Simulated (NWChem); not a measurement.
BeICl; SMILES [Cl][Be][I]

def2 effective core potentials on I; no spin-orbit coupling.

Q: Give the equilibrium geometry at PBE0/def2-SVP with def2 effective core potentials on I (NWChem) as a Z-matrix, with the point group.

A: point group C*v; any orientation.
```
Be
Cl 1 1.8140
I 1 2.1629 2 179.98
```
